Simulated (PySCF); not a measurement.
C2H6Si, SMILES C=C[SiH3].

The structure is a stationary point at B3LYP-D3(BJ)/def2-TZVP.

Method: B3LYP-D3(BJ)/def2-TZVP (PySCF).

Frequencies are harmonic and unscaled.

```
mode  ν (cm⁻¹)  IR (km/mol)  moving atoms (share of kinetic energy)
----  --------  -----------  --------------------------------------
1          142          0.0                          H 79 %, C 21 %
2          278          1.1                 C 47 %, H 41 %, Si 12 %
3          427          0.5                          H 89 %, C 11 %
4          620         22.8                 H 52 %, Si 24 %, C 24 %
5          719         71.5                 H 72 %, C 19 %, Si 10 %
6          719         24.2                 H 49 %, C 34 %, Si 17 %
7          941        250.3                          H 91 %, Si 9 %
8          946         51.7                                  H 97 %
9          966         59.8                                  H 97 %
10        1000         37.1                          H 73 %, C 27 %
11        1036          9.5                          H 83 %, C 16 %
12        1046          8.3                           H 92 %, C 8 %
13        1302          0.6                          H 73 %, C 26 %
14        1450         13.9                          H 79 %, C 21 %
15        1658          3.0                          C 80 %, H 20 %
16        2215        122.0                                  H 96 %
17        2219         89.7                                  H 98 %
18        2229        100.1                                  H 96 %
19        3110         13.2                                  H 94 %
20        3119          8.9                                  H 93 %
21        3192         12.6                          H 89 %, C 11 %
```
